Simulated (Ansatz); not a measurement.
The cluster B2As (the lowest doublet isomer of a short search) was relaxed with PBE-D4 (def2-TZVP) in Ansatz in these states: neutral doublet, neutral quartet. The geometries follow in no particular order.

A:

```xyz
3

B    -0.7730   -0.2903   -0.6425
B     0.6784    0.6637   -0.4403
As    0.0945   -0.3734    1.0828
```

B:

Cartesian coordinates in Å:
```
B -0.179 -0.885 -0.581
B 0.029 -0.303 0.828
As 0.150 1.188 -0.247
```

Q: Judge from the bond lengths which geometry belongs to which state (an estimate).

A: A is the neutral quartet (B1–B2 1.749 Å, B1–As3 1.933 Å, B2–As3 1.933 Å); B is the neutral doublet (B1–B2 1.539 Å, B1–As3 2.126 Å, B2–As3 1.843 Å).

At PBE0-D4/def2-TZVP a doublet lies 1.04 eV below the neutral quartet. These are the stationary points nearest to one start from a short search; other shapes may lie lower in each state.
